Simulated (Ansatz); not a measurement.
`O[SiH](O)O[Si](F)(F)F` + H₂S → `F[Si](F)(F)S` + `O[SiH](O)O`  (ligand exchange at the Si–O bond)

Isolated molecules relaxed with PBE0-D4/def2-TZVP in Ansatz; ΔE leaves out vibrations. CCSD(T)/CBS is the MP2 limit (def2-TZVPP, def2-QZVPP) plus CCSD(T) − MP2 in def2-TZVPP, frozen cores. This one scheme is used for every species. Functionals use def2-TZVPP. HSE06 is defined as in plane-wave codes. One conformer a species, not always the lowest.

```csv
level,ΔE (eV)
PBE0,0.69
r2SCANh,0.78
HSE06,0.69
HF/def2-QZVPP,1.09
```

Q: What does CCSD(T)/CBS give? (An estimate is asked.)

A: The calculation gave: +0.83 eV. The listed levels differ from it by -0.14, -0.05, -0.14, 0.26 eV.

Q: What do rigid-rotor, harmonic-oscillator terms from PBE0-D4/def2-TZVP frequencies (298.15 K, 1 bar) make of the CCSD(T)/CBS value? (Estimate.)

A: The calculation gave: ΔZPE = +0.08 eV, ΔH = +0.88 eV, ΔS = 0 J/(mol·K), ΔG = +0.88 eV. Modes under 50 cm⁻¹ make the entropy rough.

Largest T1 diagnostic among the species: 0.012.

Leaving LDA and LC-ωPBE aside and taking each functional with its dispersion term where it has one, the values, not all of them listed here, spread over 0.33 eV, from revPBE-D4 to BHLYP-D4. LDA lies +0.06 eV from PBE without D4. At CCSD(T), def2-SVP lies +0.06 eV from the extrapolated value and def2-TZVPP +0.03 eV.
